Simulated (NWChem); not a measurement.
# CH4F2OSi; SMILES CO[SiH](F)F

```xyz
9

Si    -0.0434    -0.4830     0.3434
F      1.4711    -0.7415    -0.1902
F     -1.0009    -1.6253    -0.2850
O     -0.6045     0.9564    -0.2253
C      0.0464     2.2113    -0.0984
H     -0.0388    -0.5991     1.8251
H      1.0663     2.1922    -0.5409
H      0.1298     2.5303     0.9650
H     -0.5542     2.9704    -0.6377
```
Atoms are numbered in this order, from 1.

All runs: NWChem. Pople sets run with spherical d functions. Coordinates come from a PBE-D3(BJ)/def2-SVP optimisation. Level: PBE0/6-31G* with SMD (1 M gas to 1 M solution), gas-phase geometry. Reactions with the solvent are ignored.

Order these by “cavity-dispersion-structure term (kcal/mol)”, lowest first: dichloromethane; water; dimethyl sulfoxide.

dichloromethane (0.3), dimethyl sulfoxide (1.5), water (3.8)
